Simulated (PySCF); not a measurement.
Computed IR spectrum (relative IR intensity) of a molecule FH7OSi3. The structure is a stationary point at PBE-D3(BJ)/def2-SVP. Other conformers were not sampled. Calculation: PBE-D3(BJ)/def2-SVP in PySCF. Frequencies are harmonic and unscaled.

Lines under 2 % of the strongest are left out, and lines within 2 cm⁻¹ are merged.

```tsv
ν (cm⁻¹)	relative intensity
153	2.8
219	11
229	43
472	4.6
486	12
506	7.5
678	77
696	17
745	78
780	7.9
806	25
824	100
852	40
892	62
896	5.5
904	15
937	24
2113	44
2129	59
2137	50
2151	24
2163	37
2183	31
3752	36
```

Question: Pick the molecule that these values belong to.
A) O[SiH2][Si@H](F)[SiH3]
B) F[SiH2][SiH2]O[SiH3]
C) O[Si@H]([SiH3])[SiH2]F
D) F[SiH2]O[SiH2][SiH3]

Answer: A, O[SiH2][Si@H](F)[SiH3]
